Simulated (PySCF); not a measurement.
Sn(H)3(OH) (H4OSn), SMILES [OH][SnH3]. Geometry: B3LYP-D3(BJ)/def2-TZVP. The def2 effective core potentials stand for the cores of Sn; spin–orbit coupling is left out.

**Question.** Give the equilibrium geometry at B3LYP-D3(BJ)/def2-TZVP (PySCF confirms it by a frequency run) as Cartesian coordinates in Å, and its point group. (An estimate is asked for; the answer gives what the named calculation found.)

**Answer.** point group Cs.
```xyz
6

Sn    -0.0018     0.2711     0.0000
O      0.1100    -1.7112     0.0000
H     -0.8366     0.7687     1.4116
H      1.6348     0.7403     0.0000
H     -0.8366     0.7687    -1.4116
H     -0.7499    -2.1431     0.0000
```
